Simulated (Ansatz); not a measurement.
A made-up structure of ZnBH$_{2}$, doublet:

B1  (-0.265, 0.164, 0.009)
Zn2  (1.652, -0.422, 0.771)
H3  (-1.146, -0.632, 0.165)
H4  (2.821, -0.847, 1.663)
(Å)

It is relaxed with PBE-D4/def2-SVP and then PBE0-D4/def2-TZVP (Ansatz 0.2.0). Atoms count as bonded within 1.22 times the sum of their covalent radii (H–H: 0.88 Å). The end point is not checked to be a true minimum.

Task: Does its bonding change? (A judgement: the text doesn't fix the answer.)

Result: The calculation gives: No: no bond forms or breaks.

Where it ends: The first stage lowers the energy by 0.29 eV in 7 steps. It ends as ZnBH₂ ([BH][ZnH]):
```xyz
4
angstrom
B -0.2474 -0.3322 0.2624
Zn 1.6137 -0.5177 0.9769
H -1.3534 -0.2269 -0.1592
H 3.0483 -0.6593 1.5269
```

Labels in which every atom is bracketed show which atoms are joined, not bond orders.

For scale, one of the runs: PBE0-D4/def2-TZVP relaxation, 91 basis functions, launched by `ansatz run in.yaml --threads 2 --pin off --events-out ev --progress --plain --max-ram 4352MiB`. Hardware: 2 CPU threads of an Arm Neoverse V1, shared host. Wall time about 89 s.
